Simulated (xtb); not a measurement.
BCl3 (SMILES ClB(Cl)Cl), singlet, geometry from GFN2-xTB.

The xtb input:
```
$ xtb mol.xyz --gfn 1 --opt --json

# file mol.xyz
4

B     -0.00012924     0.00017465    -0.01065182
Cl     0.02666439     1.72290836     0.02897049
Cl     1.47887022    -0.88426276    -0.03139692
Cl    -1.50549659    -0.83869697     0.00555932
```

Problem. What total energy at the end of the optimisation does GFN1-xTB (xtb) give?

Solution. -14.2679 Eh

Problem. What HOMO-LUMO gap does GFN1-xTB give?

Solution. 5.43 eV
